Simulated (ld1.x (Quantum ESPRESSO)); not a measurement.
## An all-electron radial function and its pseudo partner (germanium (Ge))

Columns: radius, all-electron u(r) and pseudo u(r) of the 3d shell (level -43.67 eV) of germanium in the configuration [Ar] 3d10 4s2 4p0.5; PW91, scalar-relativistic, TM scheme, ld1.x (Quantum ESPRESSO) 7.5.

```csv
r (bohr),all-electron,pseudo
0.085,0.1173,0.0271
0.170,0.4485,0.1901
0.255,0.7798,0.5134
0.340,1.0079,0.8874
0.425,1.1245,1.1619
0.510,1.1534,1.2637
0.595,1.1245,1.2239
0.680,1.0621,1.1176
0.765,0.9830,1.0024
0.850,0.8974,0.9007
0.935,0.8117,0.8118
1.020,0.7293,0.7293
1.105,0.6521,0.6521
1.190,0.5810,0.5810
1.275,0.5163,0.5163
1.360,0.4578,0.4578
1.445,0.4053,0.4053
1.530,0.3583,0.3583
1.615,0.3165,0.3165
1.700,0.2792,0.2792
1.785,0.2461,0.2461
1.870,0.2168,0.2168
1.955,0.1908,0.1908
2.040,0.1678,0.1678
2.125,0.1475,0.1475
2.210,0.1295,0.1295
```

Question: How many radial nodes do the two functions have?

Answer: The all-electron 3d function has n − l − 1 = 0; the pseudo-wave has 0.

Question: At about which radius was the pseudo-wave matched?

Answer: 1.00 bohr, where the columns begin to agree (steps of 0.09 bohr).

Question: Is the pseudo-wave norm-conserving?

Answer: Yes: the TM scheme keeps the norm inside the radius equal to the all-electron one, which fixes the energy derivative of the logarithmic derivative at the level.
